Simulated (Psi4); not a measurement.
I3In (SMILES [I][In]([I])[I]), singlet, at a GFN2-xTB geometry (such geometries of metal compounds can be far from the true shape) (core potentials on I, In); PBE0/def2-SVP (Psi4).

Here is a job for Psi4.
```
memory 2 GB

molecule {
0 1
In   -0.00000000   -0.00000000    0.00000000
I     2.54499834   -0.41292967   -0.80803752
I    -0.93309036   -1.23964966    2.21202695
I    -1.61190798    1.65257933   -1.40398942
}

set {
  basis def2-svp
}

energy('pbe0')
print_variables()
```

Task: Write the output that Psi4 gives for this input, abridged.

Result: 
```
   => Loading Basis Set <=

    Name: DEF2-SVP
    Role: ORBITAL
    Keyword: BASIS

    !!!  WARNING: ECP capability is in beta. Please check occupations closely.  !!!

         ---------------------------------------------------------
                                   SCF
               by Justin Turney, Rob Parrish, Andy Simmonett
                          and Daniel G. A. Smith
                              RKS Reference
         ---------------------------------------------------------

  ==> Geometry <==

    Molecular point group: c2v
    Full point group: C2v

    Geometry (in Angstrom), charge = 0, multiplicity = 1:

       Center              X                  Y                   Z               Mass
    ------------   -----------------  -----------------  -----------------  -----------------
         IN           0.000000000000    -0.000000000000     0.000000001331   114.903878776000
         I           -0.000000000000     2.339944248796    -1.350967438829   126.904471900000
         I            0.000000000000    -2.339944248796    -1.350967438829   126.904471900000
         I            0.000000000000     0.000000000000     2.701934876453   126.904471900000

  Running in c2v symmetry.

  Rotational constants: A =      0.01213  B =      0.01213  C =      0.00607 [cm^-1]
  Rotational constants: A =    363.66312  B =    363.66312  C =    181.83156 [MHz]
  Nuclear repulsion =  520.480804870034490

  Charge       = 0
  Multiplicity = 1
  Electrons    = 96
  Nalpha       = 48
  Nbeta        = 48

  ==> Algorithm <==

  SCF Algorithm Type is DF.
  DIIS enabled.
  MOM disabled.
  Fractional occupation disabled.
  Guess Type is SAD.
  Energy threshold   = 1.00e-06
  Density threshold  = 1.00e-06
  Integral threshold = 1.00e-12

  ==> Primary Basis <==

  Basis Set: DEF2-SVP
    Blend: DEF2-SVP
    Number of shells: 40
    Number of basis functions: 104
    Number of Cartesian functions: 112
    Spherical Harmonics?: true
    Max angular momentum: 2

  Core potential: DEF2-SVP
    Number of shells: 16
    Number of ECP primitives: 105
    Number of ECP core electrons: 112
    Max angular momentum: 3

  ==> DFT Potential <==

   => LibXC <=

    Version 7.1.2
    S. Lehtola, C. Steigemann, M. J. T. Oliveira, and M. A. L. Marques,  SoftwareX 7, 1–5 (2018) (10.1016/j.softx.2017.11.002)

   => Composite Functional: PBE0 <=

    PBE0 Hyb-GGA Exchange-Correlation Functional

    C. Adamo and V. Barone,  J. Chem. Phys. 110, 6158 (1999) (10.1063/1.478522)
    M. Ernzerhof and G. E. Scuseria,  J. Chem. Phys. 110, 5029 (1999) (10.1063/1.478401)

    Deriv               =              1
    GGA                 =           TRUE
    Meta                =          FALSE

    Exchange Hybrid     =           TRUE
    MP2 Hybrid          =          FALSE

   => Exchange Functionals <=

    0.7500   Perdew, Burke & Ernzerhof

   => Exact (HF) Exchange <=

    0.2500               HF

   => Correlation Functionals <=

    1.0000   Perdew, Burke & Ernzerhof

   => LibXC Density Thresholds  <==

    XC_HYB_GGA_XC_PBEH:  1.00E-15

   => Molecular Quadrature <=

    Radial Scheme          =       TREUTLER
    Pruning Scheme         =           NONE
    Nuclear Scheme         =       TREUTLER

    Blocking Scheme        =         OCTREE
    BS radius alpha        =              1
    Pruning alpha          =              1
    Radial Points          =             75
    Spherical Points       =            302
    Total Points           =          83723
    Total Blocks           =            750
    Max Points             =            254
    Max Functions          =             95
    Weights Tolerance      =       1.00E-15

   => Loading Basis Set <=

    Name: (DEF2-SVP AUX)
    Role: JKFIT
    Keyword: DF_BASIS_SCF

  ==> Integral Setup <==

  SCF_SUBTYPE=INCORE selected. In-core MEM_DF algorithm will be used.
  Using in-core AOs.

  ==> MemDFJK: Density-Fitted J/K Matrices <==

    J tasked:                   Yes
    K tasked:                   Yes
    wK tasked:                   No
    Algorithm:                 Core
    Schwarz Cutoff:           1E-12
    Mask sparsity (%):       9.1901
    Fitting Condition:        1E-10

   => Auxiliary Basis Set <=

  Basis Set: (DEF2-SVP AUX)
    Blend: DEF2-UNIVERSAL-JKFIT
    Number of shells: 184
    Number of basis functions: 872
    Number of Cartesian functions: 1236
    Spherical Harmonics?: true
    Max angular momentum: 5

  Minimum eigenvalue in the overlap matrix is 1.6967979595E-02.
  Reciprocal condition number of the overlap matrix is 4.6983944421E-03.
    Using symmetric orthogonalization.

  ==> Pre-Iterations <==

  SCF Guess: Superposition of Atomic Densities via on-the-fly atomic UHF (no occupation information).

   -------------------------
    Irrep   Nso     Nmo
   -------------------------
     A1        42      42
     A2        12      12
     B1        20      20
     B2        30      30
   -------------------------
    Total     104     104
   -------------------------

  ==> Iterations <==

                           Total Energy        Delta E     RMS |[F,P]|

   @DF-RKS iter SAD: -1074.14145027942550   -1.07414e+03   0.00000e+00
   @DF-RKS iter   1: -1083.04397331239124   -8.90252e+00   1.41064e-02 ADIIS/DIIS
   @DF-RKS iter   2: -1083.17198258305598   -1.28009e-01   1.28401e-02 ADIIS/DIIS
   @DF-RKS iter   3: -1083.41990098942711   -2.47918e-01   3.04584e-03 ADIIS/DIIS
   @DF-RKS iter   4: -1083.43959608135242   -1.96951e-02   7.78126e-04 ADIIS/DIIS
   @DF-RKS iter   5: -1083.44106383110761   -1.46775e-03   6.59185e-05 DIIS
   @DF-RKS iter   6: -1083.44107267833488   -8.84723e-06   1.43572e-05 DIIS
   @DF-RKS iter   7: -1083.44107303841361   -3.60079e-07   3.77294e-06 DIIS
   @DF-RKS iter   8: -1083.44107307253375   -3.41201e-08   7.19336e-07 DIIS
  Energy and wave function converged.

  ==> Post-Iterations <==

   Electrons on quadrature grid:
      Ntotal   =   96.0000031659 ; deviation = 3.166e-06

    Orbital Energies [Eh]
    ---------------------

    Doubly Occupied:

[...]
    Virtual:

[...]
    Final Occupation by Irrep:
             A1    A2    B1    B2
    DOCC [    19,    6,    9,   14 ]
    NA   [    19,    6,    9,   14 ]
    NB   [    19,    6,    9,   14 ]

  @DF-RKS Final Energy: -1083.44107307253375

   => Energetics <=

    Nuclear Repulsion Energy =            520.4808048700344898
    One-Electron Energy =               -2927.7712920741264497
    Two-Electron Energy =                1387.5291562644299574
    DFT Exchange-Correlation Energy =     -63.6797421328720858
    Empirical Dispersion Energy =           0.0000000000000000
    VV10 Nonlocal Energy =                  0.0000000000000000
    Total Energy =                      -1083.4410730725337544

Computation Completed

Properties will be evaluated at   0.000000,   0.000000,   0.000000 [a0]

Properties computed using the SCF density matrix

 Multipole Moments:

 ------------------------------------------------------------------------------------
     Multipole            Electronic (a.u.)      Nuclear  (a.u.)        Total (a.u.)
 ------------------------------------------------------------------------------------

 L = 1.  Multiply by 2.5417464519 to convert [e a0] to [Debye]
 Dipole X            :          0.0000000            0.0000000            0.0000000
 Dipole Y            :          0.0000000            0.0000000            0.0000000
 Dipole Z            :          0.0000030           -0.0000000            0.0000030
 Magnitude           :                                                    0.0000030

 ------------------------------------------------------------------------------------

  Variable Map:
  ----------------------------------------------------------------------------
[...]
  Array Variable Map:
  ----------------------------------------------------------------------------
[...]
[...]
```
